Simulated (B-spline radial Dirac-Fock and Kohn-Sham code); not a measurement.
**Auger parameter of europium: the K level and its strongest K-LL line**

Calculated with a radial B-spline solver, using Dirac-Fock ΔSCF + Breit + QED. The modified Auger parameter α′ is the binding energy plus the kinetic energy of the Auger electron; it does not depend on the energy zero. For free ions it tends to fall with charge, since less charge screens the final holes.

| species | configuration | binding 1s (eV) | Auger line | kinetic (eV) | α′ (eV) |
| --- | --- | --- | --- | --- | --- |
| Eu | [Xe] 4f7 6s2 | 48520.8 | L2L3 J=2 | 33718.4 | 82239.2 |
| Eu | [Xe] 4f6 5d1 6s2 | 48528.4 | L2L3 J=2 | 33708.2 | 82236.5 |
| Eu | [Xe] 4f8 6s1 | 48512.3 | L2L3 J=2 | 33730.7 | 82243.0 |
| Eu⁺ | [Xe] 4f7 6s1 | 48527.6 | L2L3 J=2 | 33710.2 | 82237.8 |
| Eu²⁺ | [Xe] 4f7 | 48535.5 | L2L3 J=2 | 33701.2 | 82236.8 |
| Eu²⁺ | [Xe] 4f5 6s2 | 48558.5 | L2L3 J=2 | 33671.1 | 82229.6 |
| Eu²⁺ | [Xe] 4f5 5d2 | 48551.7 | L2L3 J=2 | 33679.6 | 82231.3 |
| Eu²⁺ | [Xe] 4f6 5d1 | 48543.3 | L2L3 J=2 | 33690.8 | 82234.1 |
| Eu²⁺ (Watson 1.6 Å) | [Xe] 4f7 | 48517.8 | L2L3 J=2 | 33719.1 | 82236.9 |
| Eu²⁺ (Watson 3 Å) | [Xe] 4f7 | 48525.9 | L2L3 J=2 | 33710.8 | 82236.8 |
| Eu³⁺ | [Xe] 4f6 | 48555.4 | L2L3 J=2 | 33676.8 | 82232.2 |
| Eu³⁺ | [Xe] 4f5 6p1 | 48568.9 | L2L3 J=2 | 33659.8 | 82228.7 |
| Eu³⁺ | [Xe] 4f5 5d1 | 48564.1 | L2L3 J=2 | 33665.4 | 82229.5 |
| Eu³⁺ | [Xe] 4f5 6s1 | 48567.7 | L2L3 J=2 | 33660.8 | 82228.6 |
| Eu³⁺ (Watson 1.6 Å) | [Xe] 4f6 | 48528.6 | L2L3 J=2 | 33703.8 | 82232.3 |
| Eu⁴⁺ | [Xe] 4f5 | 48577.8 | L2L3 J=2 | 33650.0 | 82227.8 |
| Eu⁵⁺ | [Kr] 4d10 4f5 5s2 5p5 | 48595.9 | L2L3 J=2 | 33631.3 | 82227.3 |
| Eu⁶⁺ | [Kr] 4d10 4f5 5s2 5p4 | 48614.9 | L2L3 J=2 | 33612.0 | 82226.9 |
| Eu⁷⁺ | [Kr] 4d10 4f5 5s2 5p3 | 48634.8 | L2L3 J=2 | 33592.0 | 82226.8 |
